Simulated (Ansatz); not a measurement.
`[CH3][SbH][SiH3]` + `[OH][In]([SH])[O][SiH3]` → `[SiH3][O][In]([SH])[O][SiH3]` + `[CH3][SbH2]`  (cleavage of the Si–Sb bond)

Gas-phase electronic energies from Ansatz, PBE0-D4/def2-TZVP geometries. CCSD(T)/CBS adds triple-zeta CCSD(T) − MP2 to the extrapolated MP2 energy (def2 sets, frozen cores). Functionals use def2-TZVPP. B3LYP here is the variant with VWN-RPA as its local correlation; programs differ in this. Elements past krypton have def2 core potentials. For In, Sb outer-core shells are correlated without core-valence functions, which leaves a few kJ/mol of doubt a bond. One conformer a species, not always the lowest.

| level | ΔE (kJ/mol) | difference from CCSD(T)/CBS |
| --- | --- | --- |
| PBE-D4 | -42.9 | 22.5 |
| r2SCAN-D4 | -61.5 | 3.9 |
| PBE0-D4 | -52.4 | 13.0 |
| B3LYP-D4 | -67.1 | -1.7 |
| ωB97X-V | -69.3 | -3.9 |
| ωB97M-V | -69.0 | -3.6 |
| PBE | -42.4 | 23.0 |
| PBE0 | -51.8 | 13.6 |
| HF/def2-TZVPP | -97.2 | -31.8 |
| MP2/def2-TZVPP | -69.3 | -3.9 |
| SCS-MP2/def2-TZVPP | -77.2 | -11.8 |
| CCSD/def2-TZVPP | -76.0 | -10.6 |
| CCSD(T)/def2-TZVPP | -71.9 | -6.5 |
| MP2/def2-QZVPP | -66.4 | -1.0 |
| MP2/CBS(def2) | -62.8 | 2.6 |
| CCSD/CBS(def2) | -69.5 | -4.1 |
| CCSD(T)/CBS | -65.4 | 0 |

Largest T1 diagnostic among the species: 0.016.

From PBE to PBE0 (25 % exact exchange), in def2-TZVPP and without D4, ΔE moves by −9.4 kJ/mol. In def2-TZVPP, CCSD(T) changes the Hartree–Fock value by +25.3 kJ/mol (the triples alone add +4.1 kJ/mol) and MP2 by +27.9 kJ/mol.
